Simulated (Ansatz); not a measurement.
Species: C₂H₆OSi, SMILES `C/C=[SiH]/O` (C–Si–O–H torsion 0°) (charge 0, multiplicity 1).

### Question
Give a relaxed geometry from B3LYP-D3(BJ)/def2-TZVP (Ansatz, an electronic-structure program).

### Answer
This is not unique; one that fits is the end point of this relaxation, one of several conformers (outside a Z-matrix the atoms follow the SMILES, hydrogens last).
Bonds (Å): C1–C2 1.507, C1–H5 1.095, C1–H6 1.092, C1–H7 1.095, C2–Si3 1.698, C2–H8 1.086, Si3–O4 1.641, Si3–H9 1.467, O4–H10 0.961. Bond angles (°): C2–C1–H5 111.6, C2–C1–H6 112.1, C2–C1–H7 111.6, H5–C1–H6 107.1, H5–C1–H7 107.0, H6–C1–H7 107.1, C1–C2–Si3 124.8, C1–C2–H8 116.1, Si3–C2–H8 119.0, C2–Si3–O4 127.2, C2–Si3–H9 125.2, O4–Si3–H9 107.6, Si3–O4–H10 118.4.
